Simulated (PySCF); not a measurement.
Telling isomers of C₅H₈NP apart by NMR

How the numbers were obtained: GIAO PBE0/pcSseg-1 shieldings, coordinates at the GFN2-xTB level, in PySCF 2.14 (one conformer, non-relativistic, gas phase, averaged over atoms made equivalent by symmetry, fast rotation or ring inversion).

Chemical shifts δ = σref − σ; TMS for 1H (σref 31.72), 13C (σref 186.93), all at this level. Splittings of carbon signals by F and P are missing where no couplings were computed. Where no couplings were computed, multiplicities follow the n + 1 count of equivalent neighbours, and m marks all less simple cases (inequivalent or close neighbours, rings, F or P nearby). Shifts are as computed. Against solution values, carbons near 30 ppm lie about +3 ppm off and those near 130 ppm about +5 ppm. Of 1211 compounds with measured shifts, 218 miss one by over three times the rms of a fit or turn the order of signals round; such compounds aren't used in these exercises. OH and NH positions are gas-phase values without hydrogen bonding to other molecules.

(1) Tabulate the signals of `C/C=P/CCC#N`, `CNp1cccc1` and their relative energies.

(2) What is the quickest way to tell C/C=P/CCC#N from CNp1cccc1?

Results:

(1) 
```tsv
SMILES	carbon types	δC	δH	E rel. (kcal/mol)
C/C=P/CCC#N	1×C 1×CH 2×CH2 1×CH3	209.3, 124.4, 31.5, 26.2, 15.8	9.45 (m, 1H), 2.52 (m, 3H), 2.46 (m, 2H), 2.32 (m, 2H)	4.2
CNp1cccc1	4×CH 1×CH3	147.6, 143.1, 37.8	6.92 (m, 2H), 6.85 (m, 2H), 2.98 (m, 3H), 0.29 (br s, 1H)	0.0
```

Energies are electronic energies at PBE0/pcSseg-1 on these geometries, without zero-point or thermal terms, each for the one conformer computed, which needn't be the lowest.

(2) Count the carbon signals: 5 against 3. The first has a carbon double-bonded to a heavier main-group atom (CH) at 209.3 ppm, the second a unsaturated ring CH at 147.6 ppm. In the proton spectra the most deshielded non-exchanging signals are 9.45 (m, 1H) and 6.92 (m, 2H).
